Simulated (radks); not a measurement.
Question: Neutral manganese, [Ar] 3d5 4s2. Calculated with a radial shooting solver on a logarithmic mesh with Libxc functionals: non-relativistic Kohn-Sham, PBE, spin-polarised, spherical densities, point nucleus. Every spin shell is full or empty, so the densities are truly spherical. Functionals are evaluated on that one density, not self-consistently. Rank these orbital-free kinetic functionals by their error against the exact value of the orbitals, and give that value: Thomas-Fermi, TF + vW/9, TF + vW/5, Thakkar, Pearson, PG1, DePristo-Kress, Ernzerhof.

Answer: Exact: 1149.84 hartree. From best to worst, with 100 (|E| - |E exact|)/|E exact| (equal figures are ties): DePristo-Kress -0.09, Ernzerhof -0.32, Thakkar -0.39, TF + vW/9 -0.77, Pearson -1.33, TF + vW/5 +3.92, Thomas-Fermi -6.63, PG1 +20.28.
